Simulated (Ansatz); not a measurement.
Born–Oppenheimer molecular dynamics of F2H3NOTi (8 atoms, charge 0, multiplicity 1). It goes on from the last frame of an earlier run, with new velocities.

The calculation used RHF/def2-SVP (Ansatz 0.2.0).

- ensemble: NVT, Langevin thermostat
- time step: 0.5 fs
- steps asked: 150
- set temperature: 400 K
- friction: 1 /fs
- seed: 72161

First frame:

```xyz
8
Properties=species:S:1:pos:R:3
Ti 0.003 -0.058 0.116
N -0.124 -0.018 1.933
H -0.536 0.990 2.519
H 0.325 -0.660 2.498
O 1.628 -0.356 -0.549
H 2.338 -0.806 -1.120
F -0.738 1.261 -0.538
F -0.949 -1.488 -0.419
```

Task: How far do the bonds stretch over the last three quarters of this one trajectory? (Pairs bonded in most of those frames.)

Result: 
```csv
bond,mean (Å),spread (Å),shortest,longest
Ti1–N2,1.834,0.034,1.76,1.89
Ti1–O5,1.774,0.010,1.76,1.80
Ti1–F7,1.723,0.013,1.70,1.75
Ti1–F8,1.796,0.025,1.75,1.83
N2–H3,0.999,0.026,0.95,1.07
N2–H4,0.998,0.023,0.94,1.04
O5–H6,0.951,0.023,0.89,1.01
```

Mean temperature of the second half: 425 K. A run of 0.075 ps of so small a system gives no equilibrium averages. The friction is so strong that the motion is overdamped, so the time scale means little.

Time of the run: 4.2 min on 1 thread of Intel(R) Xeon(R) 6975P-C (Granite Rapids), with other jobs on the host, peak memory 0.23 GiB.
